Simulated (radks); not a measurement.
The numbers below are computed, except where a source is named.
These are the eigenvalues of the occupied orbitals of an atom or ion with whole-number occupations (eV). Level of theory: scalar-relativistic Kohn-Sham, LDA (Slater exchange, Perdew-Wang correlation), spin-polarised, spherical densities, finite nucleus; Fermi nuclear charge, rms radius of each element as measured or else 0.836 A^(1/3) + 0.57 fm (a radial shooting solver on a logarithmic mesh with Libxc functionals).

| orbital | eigenvalue |
|---|---|
| 1s up | -9516.862 |
| 1s down | -9516.807 |
| 2s up | -1165.688 |
| 2s down | -1165.686 |
| 2p up | -1013.000 |
| 2p down | -1012.990 |
| 3s up | -138.3346 |
| 3s down | -138.3072 |
| 3p up | -92.9946 |
| 3p down | -92.9466 |
| 3d up | -20.1636 |
| 3d down | -19.9628 |
| 4s up | -14.7830 |

Which element is it, and in what charge state? The configuration may be excited. Open shells, if any, are filled with parallel spins first.

Answer. Z = 30, zinc, charge +1: Zn+ in [Ar] 3d10 4s1. The list shows which subshells hold electrons but not how many an open one holds; the 1s level, -349.74 hartree, gives Z - s = 26.4 by -(Z - s)^2/2, which with screening and relativity narrows Z to a few neighbours, and the depths of the outer levels then fix element, charge and occupations together.
